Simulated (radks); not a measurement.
Values are calculated unless marked as measured or tabulated.
Polarisability of neutral oxygen, [He] 2s2 2p4, at imaginary frequency. Level of theory: scalar-relativistic Kohn-Sham, PBE, spin-polarised, spherical densities, finite nucleus; open shells are filled with parallel spins first; Fermi nuclear charge, rms radius 2.6991 fm (a radial shooting solver on a logarithmic mesh with Libxc functionals). Response by self-consistent Sternheimer equations with the Hartree and adiabatic LDA kernel, the relativistic mass of each level held fixed and spin-orbit coupling left out.

w (hartree),alpha1(iw) (bohr^3)
0.00266,6.102
0.0143,6.097
0.0360,6.072
0.0697,5.992
0.118,5.804
0.186,5.446
0.280,4.873
0.413,4.097
0.605,3.190
0.892,2.265
1.35,1.436
2.12,0.7858
3.59,0.3490
6.94,0.1125
17.5,0.02072

Static values: alpha1 = 6.102 bohr^3 (0.9042 angstrom^3; uncoupled 7.237). C6 = 18.36, triple-dipole C9 = 78.10 atomic units. One-pole (London) frequency 4 C6 / (3 alpha1^2) = 0.657 hartree, against 0.264 for minus the highest occupied eigenvalue. Recommended static value: 5.3 bohr^3 (Schwerdtfeger and Nagle, 2023 table).
